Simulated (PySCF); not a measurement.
C3H3FN2S.
Atom-mapped SMILES: `[F:1][CH2:2][c:3]1[n:4][cH:5][n:6][s:7]1`

NICS is the negative of the GIAO shielding at a point without a nucleus: at the ring centre (0) and 1 Å above and below it (1); zz is the component along the ring normal. Level: GIAO PBE0/pcSseg-1 (PySCF, non-relativistic, gas phase) on the GFN2-xTB geometry, one conformer.

Ring bond lengths (Å), with Mayer bond orders in brackets: C3–N4 1.296 (1.58), N4–C5 1.344 (1.31), C5–N6 1.302 (1.60), N6–S7 1.627 (1.18), S7–C3 1.742 (1.18).

Question: Give the NICS values of each ring in ppm.

Answer: 
| ring | type | NICS(0) | NICS(1), two faces | NICS(1)zz, two faces | rms pucker (Å) | centre to ring atoms, mean (Å) |
| --- | --- | --- | --- | --- | --- | --- |
| C3–N4–C5–N6–S7 | 5-membered ring with 2 N and S; formal bonds all aromatic | -14.0 | -12.7 / -12.7 | -32.0 / -32.0 | 0.00 | 1.24 |

Question: What do they say, and how far can they be read as aromaticity?

Answer: 
- C3–N4–C5–N6–S7: mean NICS(1)zz -32.0 ppm, shielded, aromatic by this magnetic criterion (flat ring, no four-coordinate atom).

Question: What is the mean of the two in-plane components of NICS at the second NICS(1) probe listed for ring C3–N4–C5–N6–S7, 1 Å off the ring?

Answer: The isotropic value is a third of the trace: (3 × -12.7 − (-32.0))/2 = -3.0 ppm.

Question: List the ring angles and the Hirshfeld charges of the ring atoms.

Answer: 
- C3–N4–C5–N6–S7: C3 111.6° (+0.040 e), N4 109.3° (-0.184 e), C5 118.5° (+0.053 e), N6 110.0° (-0.203 e), S7 90.6° (+0.180 e); sum 540.0° against 540° for a flat convex ring.

Question: How shielded are the nuclei of the rings and their hydrogens (means over atoms taken as equivalent)?

Answer: 
```
  atoms                          environment  σ isotropic (ppm)  principal values of the symmetric part, first atom (ppm)
     C3          substituted aromatic carbon              -12.5                                        -95.6, -20.8, 78.9
     N4               pyridine-type nitrogen              -62.0                                      -310.1, -99.1, 223.3
     C5  aromatic CH next to a ring nitrogen               21.9                                         -48.9, 32.7, 82.0
     N6               pyridine-type nitrogen              -48.7                                     -259.9, -105.1, 218.9
     S7                          ring sulfur               75.8                                      -150.6, 145.4, 232.7
H on C5                    aromatic hydrogen              23.02                                          18.8, 23.7, 26.6
```

On one thread, Intel Xeon Platinum 8375C at 2.90 GHz (x86_64), no GPU, shared host with 96 logical CPUs at a one-minute load of 16, this took 14 s and 0.68 GiB of memory at its peak. This is the whole shielding run at PBE0/pcSseg-1, SCF included.

Conformer computed: `[F:1][CH2:2][c:3]1[n:4][cH:5][n:6][s:7]1`: F1–C2–C3–N4 180°.
